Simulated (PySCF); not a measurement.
This PySCF input asks for the NMR shieldings of SMILES [Si@@H]1(C2CC2)[C@H]([SiH](O)O)C1, C5H12O2Si2; the geometry comes from GFN2-xTB.

```python
import basis_set_exchange as bse
import numpy as np
from pyscf import gto, dft
from pyscf.prop import nmr

atoms = """
O    -1.484017    0.445651    1.822377
Si   -2.408597    0.600408    0.496394
O    -3.252484   -0.800738    0.408122
C    -1.279412    0.865119   -0.980082
C    -0.845218   -0.363005   -1.814919
Si    0.582054    0.547453   -1.001142
C     1.477075   -0.209074    0.455686
C     2.889771   -0.697898    0.298364
C     2.617923    0.538908    1.086249
H    -1.850434    0.001307    2.582369
H    -3.353656    1.707928    0.655483
H    -3.761493   -0.990655   -0.373090
H    -1.593817    1.696382   -1.600496
H    -1.160577   -1.321368   -1.425401
H    -1.022987   -0.291527   -2.879399
H     1.395326    1.410509   -1.854882
H     0.855814   -0.771005    1.140113
H     3.186841   -1.590987    0.828508
H     3.365397   -0.593714   -0.665737
H     2.724656    0.499960    2.160127
H     2.908917    1.487992    0.660885
"""
names = dict.fromkeys(["O", "Si", "C", "H"], "pcSseg-1")
basis = {el: gto.basis.parse(bse.get_basis(n, elements=[el], fmt="nwchem")) for el, n in names.items()}
mol = gto.M(atom=atoms, basis=basis, charge=0, verbose=0)
mf = dft.RKS(mol, xc="PBE0")
mf.grids.level = 2
mf.grids.alignment = dft.numint.BLKSIZE   # the property module wants whole blocks of grid points
mf.conv_tol = 1e-9
mf.kernel()

calc = nmr.RKS(mf)   # GIAO
C = mf.mo_coeff
Co = C[:, mf.mo_occ > 0]
resp = mf.gen_response(singlet=True, hermi=2)
def vind(x):   # induced exchange potential for any number of trial vectors
    d = np.einsum("pi,xij,qj->xpq", C, 2 * x.reshape(-1, C.shape[1], Co.shape[1]), Co, optimize=True)
    return np.einsum("xpq,pi,qj->xij", resp(d - d.transpose(0, 2, 1)), C, Co, optimize=True).ravel()
mo1, _ = nmr.rhf.solve_mo1(calc, with_cphf=vind)
sigma = calc.kernel(mo1)
for i, s in enumerate(sigma):   # ppm
    w = np.linalg.eigvalsh((s + s.T) / 2)
    print("%2d %-2s iso %8.1f  s11 %8.1f  s22 %8.1f  s33 %8.1f" % (i, mol.atom_pure_symbol(i), w.mean(), *w))
```

Question: What does it print?

Answer: 
```
 0 O  iso    287.3  s11    256.0  s22    294.2  s33    311.9
 1 Si iso    368.1  s11    321.4  s22    386.4  s33    396.5
 2 O  iso    287.7  s11    252.6  s22    284.2  s33    326.3
 3 C  iso    188.1  s11    167.6  s22    178.6  s33    218.2
 4 C  iso    190.7  s11    170.6  s22    187.0  s33    214.5
 5 Si iso    453.7  s11    330.5  s22    343.5  s33    687.2
 6 C  iso    193.2  s11    162.3  s22    178.5  s33    238.8
 7 C  iso    183.6  s11    155.7  s22    178.5  s33    216.6
 8 C  iso    183.2  s11    154.4  s22    178.2  s33    217.1
 9 H  iso     30.2  s11     21.5  s22     24.9  s33     44.2
10 H  iso     26.3  s11     22.9  s22     23.0  s33     32.9
11 H  iso     30.4  s11     22.2  s22     25.1  s33     43.8
12 H  iso     31.9  s11     25.9  s22     27.8  s33     42.0
13 H  iso     31.0  s11     26.1  s22     29.1  s33     37.9
14 H  iso     31.3  s11     25.3  s22     26.6  s33     42.0
15 H  iso     28.9  s11     22.7  s22     26.7  s33     37.3
16 H  iso     31.8  s11     22.8  s22     30.1  s33     42.5
17 H  iso     31.0  s11     24.9  s22     26.4  s33     41.6
18 H  iso     31.5  s11     25.3  s22     28.8  s33     40.5
19 H  iso     30.9  s11     25.1  s22     26.3  s33     41.3
20 H  iso     31.5  s11     25.5  s22     28.6  s33     40.3
```

These numbers come from an equivalent density-fitted implementation of the same equations, which agrees with the script to about 0.01 ppm for H and up to a few tenths of a ppm for heavy atoms, so last digits may differ.

Question: Turn these shieldings into chemical shifts. Chemical shifts δ = σref − σ; H2O for 17O (336.08 ppm); TMS for 29Si (349.16 ppm) and 13C (186.93 ppm) and 1H (31.72 ppm), all at this level.

Answer: Averaging equivalent atoms: O 0: 48.7; O 2: 48.4; Si 1: -18.9; Si 5: -104.6; C 8: 3.7; C 7: 3.3; C 3: -1.2; C 4: -3.8; C 6: -6.3; H 10: 5.45; H 15: 2.85; H 9: 1.53; H 11: 1.35; H 19: 0.81; H 17: 0.73; H 13: 0.71; H 14: 0.45; H 20: 0.23; H 18: 0.19; H 16: -0.09; H 12: -0.21 ppm. Experimental scales use liquid or dissolved standards, which lie at an offset from isolated H2O (liquid H2O: subtract about 36 ppm).

Size and cost of the density-fitted run: 227 basis functions, 89 s wall time on 1 thread of an Arm Neoverse N1, shared host; peak memory 1.1 GiB.
